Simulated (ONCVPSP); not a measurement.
Before and after: ONCV potential for gadolinium

| Quantity | Value |
| --- | --- |
| Element | Gd |
| Generator | ONCVPSP 4.0.1 |
| Type | optimised norm-conserving Vanderbilt (ONCV) |
| Functional | PBEsol |
| Relativity | fully relativistic |
| Frozen core | [Kr] 4d10 |
| Valence charge | 18 |
| Reference configuration | 4f7 5s2 5p6 5d1.5 6s1.5 |
| Partial waves | 5s+6s: rc 2.60 bohr, ncon 4, nbas 9, qcut 6.1 1/bohr, 2 projectors; 5p: rc 2.15 bohr, ncon 3, nbas 7, qcut 5.9 1/bohr, 2 projectors, debl 1.5 Ha; 5d: rc 3.65 bohr, ncon 4, nbas 9, qcut 3.8 1/bohr, 2 projectors, debl 2.8 Ha; 4f: rc 1.45 bohr, ncon 4, nbas 9, qcut 10.7 1/bohr, 3 projectors, debl 1.9 Ha |
| Local potential | polynomial inside 1.25 bohr (lpopt 5, dvloc0 2 Ha) |
| Core correction | Teter function, fcfact 3.5, rcfact 1.35 |

Open shells are filled in proportion to 2j + 1.

All-electron outer shells of the reference configuration (PBEsol, scalar-relativistic, ld1.x):

```
shell  level (eV)  outermost node (bohr)  outermost maximum (bohr)
   4d     -146.82                   0.27                      0.56
   5s      -48.98                   0.65                      1.20
   5p      -26.55                   0.70                      1.35
   4f       -7.96                      –                      0.56
   6s       -3.90                   1.61                      3.42
   5d       -2.12                   0.79                      2.00
```

Change: all radii but the core radius scaled by about 0.84 (s 2.18, p 1.80, d 3.06, f 1.22 bohr); local potential polynomial inside 1.04 bohr (lpopt 5, dvloc0 2 Ha).

Cutoffs: the cutoffs (Ha) at which the residual kinetic energy of the hardest occupied pseudo-wave falls to 1 and 0.1 mHa per electron; they do not see the model core or the augmentation charge, which bear on the density cutoff. Errors are all-electron minus pseudo energies relative to the spin-unpolarised reference configuration.

What does the change do?

The potential gets harder (54 Ha and 106 Ha → 212 Ha and 250 Ha); a bound ghost appears in s, which as a rule spoils a file; the lowest positive-energy flag moves from s at 32.6 eV to p3/2 at 107.3 eV; of the 4 tests that both files solve, the error grows in 0 and shrinks in 4 by more than 15 % and 0.3 meV (median size 4.9 → 1.2 meV). A smaller radius makes the pseudo-wave follow the all-electron one further in, where it bends more sharply, so more plane waves are needed. Less of the atom is replaced, so other configurations are described better.

| quantity | base | changed |
| --- | --- | --- |
| cutoff, loose | 54 Ha | 212 Ha |
| cutoff, tight | 106 Ha | 250 Ha |
| loose cutoff by channel | s 8.9 Ha, p 7.4 Ha, d 5.3 Ha, f 54 Ha | s 12 Ha, p 13 Ha, d 6.2 Ha, f 212 Ha |
| bound ghosts | none | s |
| GHOST(+) flags under 300 eV | s at 32.6 eV | p3/2 at 107.3 eV, d5/2 at 110.4 eV, d3/2 at 124.4 eV, p1/2 at 132.2 eV |
| error for 4f7 5s2 5p6 5d1 6s2, meV [ΔE -0.84 eV] | +4.6 | +1.4 |
| error for 4f7 5s2 5p6 5d1 6s1, meV [ΔE 5.83 eV] | +3.2 | +1.0 |
| error for 4f7 5s2 5p6 5d1 6s0, meV [ΔE 17.88 eV] | -5.4 | -1.0 |
| error for 4f7 5s2 5p6 5d1 6s0 6p2, meV [ΔE 5.05 eV] | +5.1 | +1.7 |
| rms error of d²Exc/dni dnj with the model core, mHa | 4.27 | 4.29 |

Base: These tests converged, but a pseudo level misses the all-electron one widely, so the file describes the atom poorly there or has found another state: 4f7 5s2 5p6 5d1 6s0 6p2: empty 6s by 9.4 eV. Changed file: These tests converged, but a pseudo level misses the all-electron one widely, so the file describes the atom poorly there or has found another state: 4f7 5s2 5p6 5d1 6s0 6p2: empty 6s by 9.4 eV. A true bound ghost makes a file unfit for plane-wave use even where its test errors are small: the radial tests pick states by their node count and pass the ghost by.
